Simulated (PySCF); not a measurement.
**Electron correlation in N²⁺ (nitrogen, charge +2)**

[He] 2s2 2p1, 2P determinant. Calculation: PySCF 2.14, in aug-cc-pV5Z; the non-relativistic Hamiltonian (point nucleus). Frozen: 1s2; 3 electrons correlated.

MP2 pair energies summed by pair of shells (mhartree):

```json
{"pair": "2s-2s", "energy": "-36.09", "share (%)": "57.5"}
{"pair": "2s-2p", "energy": "-26.69", "share (%)": "42.5"}
```

Total MP2 correlation energy: -62.79 mhartree.

Same-spin part -4.17 and opposite-spin part -58.61 mhartree; SCS-MP2 scales them by 1/3 and 6/5 to -71.73 mhartree.
